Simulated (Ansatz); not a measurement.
Gas-phase reaction in SMILES: COC(C)C -> CC(C)[O] + [CH3] (CH3) (the C-O bond at the site shown breaks; other sites are not compared here)
Geometries: B3LYP-D3(BJ)/def2-TZVP minima from Ansatz (a quantum-chemistry and plane-wave program), one conformer each, not searched for the lowest.

Property: bond dissociation energy (electronic energy difference), in kJ/mol. Cores are frozen in the correlated levels unless marked. UHF or UKS for open shells. Spin-orbit coupling is left out. No relativistic terms. CBS marks a two-point X^-3 extrapolation of the correlation energy; Hartree-Fock from the larger set. [CCSD(T)-MP2]/basis is that difference in the basis named.

```csv
level,program,bond dissociation energy (kJ/mol),minus last row
HF/6-31G*,Ansatz,218.6,-168.7
HF/cc-pVTZ,Ansatz,213.0,-174.3
PBE0/STO-3G,Ansatz,416.6,29.3
B2PLYP-D3(BJ)/def2-TZVPD,Ansatz + dftd3,364.0,-23.3
PBE-QIDH/def2-TZVPD,Ansatz,370.9,-16.4
CCSD(T)/cc-pVDZ,Ansatz,355.3,-32.0
"RI-MP2/CBS(cc-pVTZ,cc-pVQZ)+[CCSD(T)-MP2]/cc-pVDZ",Ansatz,387.3,0.0
```
